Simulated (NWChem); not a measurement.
The numbers come from NWChem runs, not from measurements. System: C2H6N, charge 0, spin multiplicity 2, at a geometry optimised with UPBE0/def2-SVP. The structure started from a generated list of species. Its SCF solution wasn't tested for a lower state. Level: UPBE0/def2-TZVP.

The NWChem input:

```
start mol
memory heap 200 mb stack 900 mb global 1100 mb
geometry units angstroms nocenter noautoz noautosym
  C      1.243574     0.199856    -0.319628
  C      0.059748    -0.388959     0.351319
  N     -1.174819     0.195014    -0.137390
  H      2.240372     0.101623     0.116575
  H      1.146052     0.562607    -1.346288
  H      0.201648    -0.330488     1.454924
  H      0.021094    -1.479167     0.134704
  H     -1.224822     1.176879     0.128156
  H     -1.980539    -0.261935     0.283510
end
basis spherical
  * library def2-tzvp
end
dft
  xc pbe0
  odft
  mult 2
  semidirect memsize 60000000 filesize 0
  iterations 100
end
task dft energy
```

Output (cleaned and shortened):

```
             Northwest Computational Chemistry Package (NWChem) 7.3.0
             --------------------------------------------------------

                                NWChem Input Module
                                -------------------

 Scaling coordinates for geometry "geometry" by  1.889725989
 (inverse scale =  0.529177249)

                             Geometry "geometry" -> ""
                             -------------------------

 Output coordinates in angstroms (scale by  1.889725989 to convert to a.u.)

  No.       Tag          Charge          X              Y              Z
 ---- ---------------- ---------- -------------- -------------- --------------
    1 C                    6.0000     1.24357400     0.19985600    -0.31962800
    2 C                    6.0000     0.05974800    -0.38895900     0.35131900
    3 N                    7.0000    -1.17481900     0.19501400    -0.13739000
    4 H                    1.0000     2.24037200     0.10162300     0.11657500
    5 H                    1.0000     1.14605200     0.56260700    -1.34628800
    6 H                    1.0000     0.20164800    -0.33048800     1.45492400
    7 H                    1.0000     0.02109400    -1.47916700     0.13470400
    8 H                    1.0000    -1.22482200     1.17687900     0.12815600
    9 H                    1.0000    -1.98053900    -0.26193500     0.28351000

 Effective nuclear repulsion energy (a.u.)      76.2898593237

            Nuclear Dipole moment (a.u.)
            ----------------------------
        X                 Y               Z
 ---------------- ---------------- ----------------
     0.0000075589    -0.0000018897    -0.0000056692


 Summary of "ao basis" -> "" (spherical)
 ------------------------------------------------------------------------------
       Tag                 Description            Shells   Functions and Types
 ---------------- ------------------------------  ------  ---------------------
 *                         def2-tzvp                  on all atoms

                                 NWChem DFT Module
                                 -----------------
[...]
   alpha     31     32     33     34     35     36     37     38     39     40
    beta     30     32     33     34     35     36     37     38     39     40
 overlap   0.884  0.945  0.956  0.985  0.982  0.990  0.991  0.997  0.984  0.967

   alpha     41     42     43     44     45     46     47     48     49     50
    beta     41     42     43     44     45     46     47     48     49     50
 overlap   0.975  0.999  0.957  0.957  0.993  0.981  0.972  0.941  0.955  0.997

   alpha     51     52     53     54     55     56     57     58     59     60
    beta     51     52     53     54     55     56     57     58     59     60
 overlap   0.998  0.995  0.992  0.992  0.899  0.840  0.937  0.997  0.996  0.995

   alpha     61     62     63     64     65     66     67     68     69     70
    beta     61     62     63     64     65     66     67     68     70     69
 overlap   0.999  0.998  0.876  0.849  0.971  0.999  0.995  0.996  0.923  0.934

   alpha     71     72     73     74     75     76     77     78     79     80
    beta     71     72     73     74     75     76     78     77     79     80
 overlap   0.995  0.992  0.974  0.972  0.997  0.997  0.996  0.999  0.995  0.988

   alpha     81     82     83     84     85     86     87     88     89     90
    beta     81     82     83     84     85     86     87     88     89     91
 overlap   0.994  0.994  0.983  0.994  0.853  0.870  0.972  0.982  0.937  0.952

   alpha     91     92     93     94     95     96     97     98     99    100
    beta     90     92     93     94     95     96     97     98     99    100
 overlap   0.939  0.971  0.968  0.967  0.921  0.905  0.979  0.979  0.995  0.987

   alpha    101    102    103    104    105    106    107    108    109    110
    beta    101    102    103    104    105    106    107    108    109    110
 overlap   0.987  0.997  0.991  0.991  0.999  0.999  0.997  0.997  0.999  0.998

   alpha    111    112    113    114    115    116    117    118    119    120
    beta    111    112    113    114    115    116    117    118    119    120
 overlap   0.996  0.994  0.996  0.988  0.988  0.998  0.998  0.995  0.996  1.000

   alpha    121    122    123    124    125    126    127    128    129
    beta    121    122    123    124    125    126    127    128    129
 overlap   1.000  1.000  1.000  1.000  1.000  1.000  1.000  1.000  1.000

     --------------------------
     Expectation value of S2:
     --------------------------
      <S2> =      0.7551 (Exact =     0.7500)

 center of mass
 --------------
 x =  -0.01734188 y =   0.00983576 z =  -0.03285982

 moments of inertia (a.u.)
 ------------------
          49.935384384424           2.327541912974          14.220075590315
           2.327541912974         203.051964365774          14.774203928767
          14.220075590315          14.774203928767         202.652250105067

     Multipole analysis of the density
     ---------------------------------

     L   x y z        total         alpha         beta         nuclear
     -   - - -        -----         -----         ----         -------
     0   0 0 0     -0.000000    -13.000000    -12.000000     25.000000

     1   1 0 0     -0.114087     -1.138295      1.024201      0.000008
     1   0 1 0     -0.030160     -0.186971      0.156813     -0.000002
     1   0 0 1      0.525060      0.490164      0.034902     -0.000006

     2   2 0 0    -13.919701    -64.872733    -58.886504    109.839535
     2   1 1 0     -0.246235      0.035834      1.146550     -1.428619
     2   1 0 1     -1.414739      5.049145      3.653211    -10.117096
     2   0 2 0    -14.471991    -18.522366    -15.559296     19.609670
     2   0 1 1     -0.134052      4.723916      4.926128     -9.784096
     2   0 0 2    -15.886413    -18.540872    -17.141689     19.796147

 Task  times  cpu:       11.3s     wall:       11.3s

 Total times  cpu:       11.3s     wall:       11.3s
```
